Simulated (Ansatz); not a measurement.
Stepwise reaction of `[CH3][Ge]([F])([F])[Cl]` with hydrogen, as a gas-phase model of exchange steps in deposition or etching. ΔE in kJ/mol; ΔG adds harmonic PBE0-D4 terms to CCSD(T)/CBS, at 1 bar.

Computed with Ansatz on PBE0-D4/def2-TZVP structures; ΔE is electronic, products minus reactants. CBS: MP2 limit from def2 TZ/QZ plus the TZ coupled-cluster correction, frozen cores. This one scheme is used for every species. Functionals use def2-TZVPP. B3LYP here is the variant with VWN-RPA as its local correlation; programs differ in this. For Ge outer-core shells are correlated without core-valence functions, which leaves a few kJ/mol of doubt a bond. Scalar relativity is left out up to krypton.

```tsv
step	reaction	PBE-D4	B3LYP-D4	ωB97M-V	CCSD(T)/CBS	ΔG(600 K)
1	`[CH3][Ge]([F])([F])[Cl]` + H₂ → `[CH3][GeH]([F])[Cl]` + H–F	52.4	55.8	55.3	49.1	47.5
2	`[CH3][GeH]([F])[Cl]` + H₂ → `[CH3][GeH2][Cl]` + H–F	51.6	55.2	54.0	47.4	46.2
```

(1) By hand: ΔE of the 2 steps together at CCSD(T)/CBS.

Results:

(1) (49.1) + (47.4) = 96.5 kJ/mol, or 48.2 kJ/mol a step.

In ΔE the steps differ by no more than 1.7 kJ/mol. All are uphill at CCSD(T)/CBS. ΔG lies between 46.2 and 47.5 kJ/mol a step. PBE-D4 differs from CCSD(T)/CBS by 3.3 to 4.2 kJ/mol a step. Isolated molecules leave out the surface, adducts and barriers. Largest T1 diagnostic: 0.011.
